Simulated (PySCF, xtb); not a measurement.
C5H4F2, SMILES C(/C=C\F)(F)=C=C. The values are those of a single conformer.

Harmonic wavenumbers (cm⁻¹) from GFN2-xTB in xtb 6.7.1 at its own minimum, in rising order: 65, 108, 196, 229, 329, 331, 537, 538, 593, 687, 771, 807, 863, 880, 950, 1027, 1118, 1197, 1291, 1318, 1430, 1680, 2056, 3065, 3070, 3093, 3114.

### Question
What does PBE0-D3(BJ)/def2-SVP (PySCF 2.14.0) give at its own minimum? (The exact figures need the calculation; the answer reports its results.)

### Answer
37, 120, 211, 226, 366, 377, 592, 617, 638, 740, 774, 838, 923, 928, 993, 1079, 1216, 1277, 1321, 1429, 1483, 1768, 2095, 3126, 3214, 3227, 3245. Paired by order, the mean absolute difference is 59 cm⁻¹ and the zero-point energies are 44.8 and 47.0 kcal/mol.
